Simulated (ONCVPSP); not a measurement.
# Cutoff test, indium (In), ONCV

ONCVPSP 4.0.1 input, shortened (lines: element, Z, core and valence counts, functional; n l f; lmax; l rc ep ncon nbas qcut; lloc lpopt rc5 dvloc0; l nproj debl; icmod fcfact rcfact), LDA (Perdew-Wang 92), scalar-relativistic:

```
  In 49.00    9    2  -001012      upf
    1    0    2.00
    2    0    2.00
    2    1    6.00
    3    0    2.00
    3    1    6.00
    3    2   10.00
    4    0    2.00
    4    1    6.00
    4    2   10.00
    5    0    1.75
    5    1    1.25
    1
    0    2.00    0.00    5    8    3.60
    1    2.70    0.00    3    8    2.90
    4    5    1.60    0.00
    0    2    3.70
    1    2    1.30
    3    3.75    1.20
```

Problem. For each optimised wave give the share of its norm inside rc, the residual kinetic energy above qcut (Ha) and the cutoffs (Ha) for errors of 10, 1, 0.1 and 0.01 mHa per electron.

Solution.

```tsv
wave	norm inside rc	residual KE	10 mHa	1 mHa	0.1 mHa	0.01 mHa
5s	0.292	1.0e-03	3.6	8.1	37.0	43.4
s projector 2	0.122	7.0e-02	27.4	51.5	58.6	64.8
5p	0.300	1.6e-04	0.9	1.9	5.9	29.9
p projector 2	0.147	2.5e-03	3.2	5.2	16.7	36.6
```

The occupied waves need 8.1 Ha and 37 Ha for 1 and 0.1 mHa. The cutoffs count occupied waves only; projector 2 of the s channel, the hardest unoccupied one, needs 52 Ha at the loose tolerance. Note: no bound ghost flagged; GHOST(+) flagged for s at 42.9 eV, p at 67.2 eV.
